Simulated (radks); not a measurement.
Charge is removed step by step from the 4p3/2 level of Os36+, starting from [Ar] 3d10 4s2 4p(1/2: 2, 3/2: 4) 4d4. Calculated with a radial shooting solver on a logarithmic mesh with Libxc functionals: Dirac Kohn-Sham, BLYP, spin-unpolarised, spherical densities, finite nucleus; open shells fill j = l - 1/2 first; Fermi nuclear charge, rms radius 5.4126 fm.

| removed (e) | E - E(0) (eV) | eigenvalue (eV) | E minus straight line (eV) |
|---|---|---|---|
| 0 | 0.000 | -1746.1 | 0.000 |
| 0.125 | 218.69 | -1752.9 | -3.007 |
| 0.25 | 438.24 | -1759.8 | -5.157 |
| 0.375 | 658.64 | -1766.7 | -6.448 |
| 0.5 | 879.90 | -1773.6 | -6.880 |
| 0.625 | 1102.0 | -1780.4 | -6.452 |
| 0.75 | 1325.0 | -1787.3 | -5.163 |
| 0.875 | 1548.9 | -1794.2 | -3.013 |
| 1 | 1773.6 | -1801.1 | 0.000 |

Removing the whole electron costs 1773.6 eV by Delta-SCF, against 1746.1 eV from minus the eigenvalue at the starting occupation. Slater's transition state (half an electron removed) gives 1773.6 eV. Integrating minus the eigenvalue over the occupation (Janak's theorem) gives 1773.6 eV. The mean slope of the eigenvalue, de/dn, is 55.0 eV per electron.
